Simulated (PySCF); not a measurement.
Harmonic spectrum computed at B3LYP in the def2-TZVP basis family (core potentials from Rb on, PySCF, no spin–orbit coupling):

| symmetry | ω (cm⁻¹) | IR (km/mol) |
| --- | --- | --- |
| a1 | 230 | 14.2 |
| b1 | 241 | 15.5 |
| b2 | 342 | 2.9 |
| a1 | 538 | 3.3 |
| b2 | 600 | 316 |
| a1 | 669 | 39.7 |

**Question.** Which molecule gave it? In each, all ligands are bound to the one heavy central atom.
A. BrF₃ (singlet)
B. CF₃ (doublet)
C. BF₃ (singlet)
D. ClF₃ (singlet)

**Answer.** A. It has C2v symmetry with Br–F 1.743 Å, Br–F 1.832 Å (×2).
